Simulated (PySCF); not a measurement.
**Frontier levels across methods**

Compound: C7H15N.
Numbering: `[CH3:1][NH:2][CH:3]1[CH2:4][CH2:5][CH2:6][CH2:7][CH2:8]1` (hydrogens: H9, H10, H11 on C1; H12 on N2; H13 on C3; H14, H15 on C4; H16, H17 on C5; H18, H19 on C6; H20, H21 on C7; H22, H23 on C8)

Geometry (PBE0-D3(BJ)/def2-SVP, Å), atoms numbered from 1 in this order:
```xyz
23
C7H15N angstrom
C      2.9435   -0.4047    0.2187
N      1.8644    0.3524    0.8024
C      0.6143    0.3246    0.0706
C     -0.3142    1.4089    0.6094
C     -1.6735    1.4032   -0.0790
C     -2.3381    0.0343    0.0171
C     -1.4210   -1.0571   -0.5229
C     -0.0639   -1.0419    0.1718
H      3.8698   -0.2300    0.7862
H      2.7383   -1.4852    0.2747
H      3.1470   -0.1663   -0.8493
H      2.1534    1.3199    0.9227
H      0.7762    0.5312   -1.0165
H      0.1678    2.3960    0.4972
H     -0.4370    1.2404    1.6941
H     -2.3219    2.1806    0.3560
H     -1.5440    1.6691   -1.1437
H     -2.5720   -0.1808    1.0754
H     -3.3001    0.0337   -0.5207
H     -1.2773   -0.9053   -1.6082
H     -1.8914   -2.0473   -0.4115
H      0.5852   -1.8233   -0.2542
H     -0.1792   -1.2788    1.2443
```

Basis pcSseg-1 throughout (PySCF), one geometry. One conformer (not necessarily the lowest) at the PBE0-D3(BJ)/def2-SVP geometry, without solvent, vibrations or thermal averaging.

Q: How do the orbital energies, the gap and the dipole change with the method?

A: 
| method | kind | HOMO (eV) | LUMO (eV) | gap (eV) | μ (D) | SCF cycles |
| --- | --- | --- | --- | --- | --- | --- |
| PBE | GGA | -4.84 | 0.58 | 5.42 | 0.80 | 14 |
| B97-D | GGA | -4.87 | 0.73 | 5.60 | 0.80 | 14 |
| BP86 | GGA | -4.95 | 0.66 | 5.61 | 0.81 | 14 |
| KT3 | GGA | -5.02 | 0.49 | 5.50 | 0.78 | 14 |
| B97-2 | global hybrid | -6.02 | 1.46 | 7.48 | 0.86 | 12 |
| B3LYP | global hybrid | -6.05 | 1.11 | 7.16 | 0.84 | 13 |
| PBE0 | global hybrid | -6.28 | 1.43 | 7.71 | 0.87 | 12 |
| CAM-B3LYP | range-separated hybrid | -7.69 | 2.28 | 9.97 | 0.89 | 12 |
| LC-wPBE | range-separated hybrid | -9.04 | 3.61 | 12.66 | 0.94 | 12 |

The HOMO spans 4.20 eV, from PBE down to LC-wPBE, and the gap runs from 5.42 eV (PBE) to 12.66 eV (LC-wPBE). Over the methods PBE (0 %), B97-D (0 %), BP86 (0 %), KT3 (0 %), B97-2 (21 %), B3LYP (20 %), PBE0 (25 %), a straight line through the gap against the share of exact exchange rises by 0.87 eV for each 10 % (correlation coefficient 0.996). The dipole ranges from 0.78 D (KT3) to 0.94 D (LC-wPBE). This basis has no diffuse functions.

The vertical ΔSCF ionisation energy at B3LYP/def2-SVPD is 8.47 eV; −ε(HOMO) comes closest to it with LC-wPBE (9.04 eV).
